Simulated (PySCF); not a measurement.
## How methods differ on the excitation energy of Pt²⁺

Pt²⁺ [Xe] 4f14 5d8 (3F) → Pt²⁺ [Xe] 4f14 5d7 6s1 (5F), as a difference of total energies. All numbers are calculated (PySCF 2.14, the spin-free X2C one-electron Hamiltonian (Gaussian nucleus), in ANO-RCC-VTZP). Correlated levels: valence: [Xe] 4f14 frozen. The calculations carry no spin-orbit coupling.

```
           method  excitation energy (eV)
              UHF                   2.580
    MP2 (valence)                   3.074
SCS-MP2 (valence)                   3.416
   CCSD (valence)                   3.037
CCSD(T) (valence)                   3.069
```

**Question.** How much does correlation contribute at CCSD(T) (valence)?

**Answer.** 3.069 − (2.580) = 0.489 eV, measured against UHF.

A first-order spin-orbit estimate (lowest level to lowest level, LS coupling) adds -0.038 eV.

The basis was made for the ground configuration and has no added diffuse functions, so the excitation energy can come out too high.
